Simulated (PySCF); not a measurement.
# Radial density of Al⁺ (aluminium, charge +1)

UHF, [Ne] 3s2, closed-shell 1S. All numbers are calculated (PySCF 2.14, no relativity, point nucleus, in 6-31G* (4s3p1d, 18 functions)).

```
r (bohr)  4πr²ρ (e/bohr)
 0.00228         0.08455
 0.00383          0.2333
 0.00644          0.6213
  0.0108           1.560
  0.0182           3.654
  0.0307           7.486
  0.0516           12.43
  0.0867           14.52
   0.146           10.71
   0.245           8.734
   0.413           12.59
   0.694           8.805
    1.17           1.977
    1.96           1.023
    3.30          0.4251
    5.56         0.01876
    9.35       5.861e-05
```
